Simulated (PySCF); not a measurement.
Species: Si(vinyl)3(SiMe3), C9H18Si2.
Bonds: Si1–C2, Si1–C7, Si1–C12, Si1–Si17, C2–C3, C7–C8, C12–C13, Si17–C18, Si17–C19, Si17–C20. Hydrogens: H4 on C2; H5, H6 on C3; H9 on C7; H10, H11 on C8; H14 on C12; H15, H16 on C13; H21, H22, H23 on C18; H24, H25, H26 on C19; H27, H28, H29 on C20.

Computed by this run: PBE0-D3(BJ)/def2-SVP geometry optimisation, gas phase in PySCF; density fitting, grid level 1; the optimiser is geomeTRIC in internal coordinates, started from a GFN2-xTB structure with every atom displaced at random (about 0.03 Å).

Geometry at step 2:
```
atom  x, y, z in Å
Si1     0.3868    0.5593    0.2942
C2      0.2993    0.5128    2.1708
C3      1.3685    0.4960    2.9953
H4     -0.7165    0.4772    2.6389
H5      2.3654    0.5345    2.5564
H6      1.3047    0.4630    4.0913
C7      2.1855    0.5422   -0.2644
C8      2.8270    1.5202   -0.9071
H9      2.7763   -0.3687   -0.0538
H10     2.2995    2.4525   -1.1477
H11     3.8944    1.4394   -1.2164
C12    -0.4370    2.1393   -0.3078
C13    -0.9473    3.1932    0.3317
H14    -0.5511    2.2086   -1.3980
H15    -0.8198    3.1734    1.4133
H16    -1.4613    4.0602   -0.1354
Si17   -0.8001   -1.2571   -0.5978
C18    -2.5943   -1.1940   -0.0290
C19    -0.7455   -1.2366   -2.4818
C20    -0.0379   -2.8698    0.0200
H21    -3.1212   -2.0548   -0.4570
H22    -3.1012   -0.2635   -0.3841
H23    -2.6714   -1.2422    1.0844
H24    -1.2325   -0.3377   -2.8826
H25     0.2851   -1.2372   -2.8483
H26    -1.2699   -2.1253   -2.8945
H27     1.0004   -2.9644   -0.3248
H28    -0.0137   -2.9141    1.1190
H29    -0.5915   -3.7483   -0.3544
```

Task: What forces act on the atoms?

Result: 
```csv
atom,Fx (eV/Å),Fy (eV/Å),Fz (eV/Å)
Si1,0.047,0.486,0.249
C2,-0.162,-0.139,0.833
C3,-0.582,0.055,-0.571
H4,0.546,0.023,-0.273
H5,0.299,0.002,0.084
H6,-0.083,-0.015,-0.125
C7,0.174,-0.577,0.181
C8,0.281,0.282,-0.228
H9,-0.197,0.089,0.010
H10,0.172,0.037,-0.053
H11,-0.607,0.059,0.160
C12,-0.151,0.182,-1.232
C13,0.151,-0.134,0.674
H14,0.054,-0.267,-0.253
H15,-0.298,0.473,0.393
H16,0.334,-0.506,0.144
Si17,-0.008,-0.213,0.024
C18,-0.137,0.602,0.329
C19,-0.275,-0.176,-0.021
C20,0.073,-0.026,0.009
H21,-0.186,-0.153,-0.004
H22,0.224,-0.434,0.229
H23,-0.011,0.029,-0.536
H24,-0.092,0.082,-0.042
H25,0.239,-0.064,-0.083
H26,0.158,0.241,0.100
H27,0.128,-0.015,-0.072
H28,-0.075,0.007,0.043
H29,-0.019,0.069,0.032
```

The largest, 1.25 eV/Å, acts on C12; the rms over all components is 0.300 eV/Å. The forces sum to zero within rounding, as they must for an isolated molecule in no field.

Task: Give the force on C12 in Eh/bohr and in nN.

Result: 1.254 eV/Å ÷ 51.422 = 0.02439 Eh/bohr, and 1.254 eV/Å × 1.602 = 2.01 nN.

Task: How far is this geometry from the end of the optimisation?

Result: 0.163 eV above it, and 0.068 Å rms away after alignment. The bonds farthest from their final lengths, with half the difference of the two atoms' forces along the bond (positive lengthens):

```tsv
bond	now (Å)	final (Å)	force along bond (eV/Å)
C2–H4	1.119	1.099	-0.55
C8–H11	1.114	1.096	-0.47
C18–H22	1.118	1.101	-0.50
C18–H23	1.117	1.102	-0.42
C13–H16	1.111	1.097	-0.08
C2–C3	1.350	1.339	-0.60
```

The angle farthest from its final value is Si1–C12–C13, 132.7° against 124.3°.

Of the 6 listed bonds off by 0.010 Å or more, this force points towards the final length in 6.

What follows is the cost of the whole optimisation. Hardware: 2 threads, AMD EPYC 9R45 (x86_64), shared host with 96 logical CPUs at a one-minute load of 47. Cost: 2.0 min wall, 5.2 min CPU, 1.9 GiB resident at most.
